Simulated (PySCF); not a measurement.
# `C=C[SiH2][SiH2]C(F)(F)F`, C3H7F3Si2

Geometry:
```tsv
atom	x (Å)	y (Å)	z (Å)
C1	1.969	1.083	0.398
C2	2.031	-0.239	0.594
Si3	0.656	-1.451	0.221
Si4	-1.096	-0.494	-1.013
C5	-2.048	0.846	0.017
F6	-1.277	1.910	0.312
F7	-2.484	0.347	1.183
F8	-3.118	1.314	-0.640
H9	1.072	1.576	0.009
H10	2.813	1.740	0.635
H11	2.962	-0.655	1.002
H12	0.084	-2.042	1.471
H13	1.183	-2.587	-0.601
H14	-2.120	-1.525	-1.353
H15	-0.630	0.187	-2.257
```

Method: TDDFT CAM-B3LYP/aug-cc-pVDZ excited states, vertical, gas phase in PySCF 2.14.0. Geometry: PBE0-D3(BJ)/def2-SVP.

Question: Give the one- and two-photon strengths of the lowest singlets.

Answer: δ for parallel linear polarisation; σ at the peak of a Lorentzian of half width 0.1 eV, single beam; Ω is circular over linear.
| state | E (eV) | f | photon λ (nm) | δ (au) | σ (GM) | Ω | main |
| --- | --- | --- | --- | --- | --- | --- | --- |
| S1 | 6.70 | 0.003 | 370 | 2.1 | 0.04 | 0.63 | HOMO−1→LUMO+1 0.38, HOMO−2→LUMO+1 0.35 |
| S2 | 6.91 | 0.055 | 359 | 13 | 0.23 | 1.08 | HOMO→LUMO 0.69, HOMO→LUMO+3 0.10 |
| S3 | 7.02 | 0.251 | 353 | 6.76 | 0.12 | 1.31 | HOMO→LUMO+1 0.82 |
| S4 | 7.22 | 0.034 | 344 | 14.1 | 0.27 | 0.83 | HOMO−1→LUMO+3 0.35, HOMO−1→LUMO+4 0.16 |
| S5 | 7.46 | 0.007 | 332 | 3.01 | 0.06 | 1.44 | HOMO−1→LUMO+1 0.46, HOMO−2→LUMO+1 0.30 |
| S6 | 7.51 | 0.072 | 330 | 6.41 | 0.13 | 0.81 | HOMO−1→LUMO 0.23, HOMO−1→LUMO+6 0.13 |

Among these, the strongest one-photon state is S3, the strongest two-photon state S4, with a dipole change of 1.3 D (relaxed, norm of the difference vector).
